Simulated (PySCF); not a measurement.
**Correlation energy of N²⁺ (nitrogen, charge +2)**

[He] 2s2 2p1, 2P determinant. All numbers are calculated (PySCF 2.14, scalar relativity by spin-free X2C-1e, in jorge-DZP-DKH). Frozen: 1s2; 3 electrons correlated.

MP2 pair energies summed by pair of shells (mhartree):

```json
{"pair": "2s-2s", "energy": "-30.38", "share (%)": "64.8"}
{"pair": "2s-2p", "energy": "-16.50", "share (%)": "35.2"}
```

Total MP2 correlation energy: -46.87 mhartree.

Same-spin part -2.33 and opposite-spin part -44.54 mhartree; SCS-MP2 scales them by 1/3 and 6/5 to -54.23 mhartree.

| level | correlation energy (mhartree) |
| --- | --- |
| CCSD | -75.46 |
| (T) | -0.53 |
| CCSD(T) | -75.99 |

Diagnostics: T1 = 0.0065, D1 = 0.0120, largest double amplitude 0.139.

Is a single reference adequate?

Mostly. T1 lies below 0.03, but a double amplitude of this size points to a near-degeneracy that CCSD handles and MP2 describes poorly.
